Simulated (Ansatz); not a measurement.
Be₈O₈, a nanocrystal cut from wurtzite BeO (bare), relaxed as a singlet with RKS PBE-D4/def2-SVP in Ansatz, starting from the GFN1-xTB geometry. Force threshold 0.03 eV/Å.

Start:

```csv
atom,x (Å),y (Å),z (Å)
O1,2.3908,-2.4256,-0.3873
Be2,3.1477,-1.8553,0.6907
Be3,1.1205,-1.8027,-0.7711
O4,0.6132,-0.3621,0.1335
O5,-1.7617,-0.0765,-1.3683
Be6,-0.6081,0.3607,-0.1357
Be7,-2.9029,0.8090,-1.4144
O8,-3.3714,1.9759,-0.7298
O9,2.9634,-0.7280,1.5602
Be10,1.7661,0.1027,1.4025
O11,-1.1262,1.7817,0.7299
Be12,-2.3934,2.3008,0.2643
O13,0.0304,-2.0800,-1.8240
Be14,-1.0845,-1.2949,-1.9500
O15,1.1999,1.3602,2.0908
Be16,0.0163,1.9341,1.7087
```

(1) Estimate the energy that the relaxation releases and the steps that it takes.

(2) Does the start keep its bonding and symmetry?

(3) Predict the relaxed structure.

## Answers

(1) 0.58 eV, in 7 steps; 19 s on 2 threads of AMD EPYC 7R13 on a shared host and a share (18 GiB) of an NVIDIA H100 80GB HBM3. No frequencies were taken in this run, so the end may be a saddle point.

(2) By distances, no bond broke or formed. The bond that changes most is O5–Be6, from 1.74 to 1.69 Å (atoms count from 1). Point group C2v at the start, C2v at the end, both within 0.05 Å.

(3) 
Cartesian coordinates in Å:
```
O 2.398 -2.499 -0.440
Be 2.963 -1.744 0.648
Be 1.111 -1.838 -0.808
O 0.634 -0.372 0.138
O -1.742 -0.051 -1.330
Be -0.618 0.364 -0.135
Be -2.907 0.854 -1.390
O -3.467 2.038 -0.756
O 3.013 -0.686 1.623
Be 1.782 0.137 1.439
O -1.132 1.741 0.702
Be -2.422 2.280 0.227
O 0.047 -2.184 -1.901
Be -0.986 -1.257 -1.841
O 1.270 1.412 2.186
Be 0.056 1.806 1.637
```
Bond lengths (bridged metal pairs left out): 19 × Be–O 1.39 to 1.81 Å.
